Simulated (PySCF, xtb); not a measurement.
MoO₂F₂, SMILES [O]=[Mo](=[O])([F])[F], multiplicity 1.

Harmonic wavenumbers (cm⁻¹) from GFN2-xTB (xtb 6.7.1) at its own minimum, in rising order: 177, 235, 238, 247, 287, 518, 537, 931, 981.

**Question.** What does PBE-D3(BJ)/def2-SVP (PySCF) give at its own minimum? (An estimate is asked for; the answer gives what the named calculation found.)

**Answer.** 174, 227, 238, 264, 358, 695, 723, 1012, 1027. Paired by order, the mean absolute difference is 66 cm⁻¹ and the zero-point energies are 5.9 and 6.7 kcal/mol.
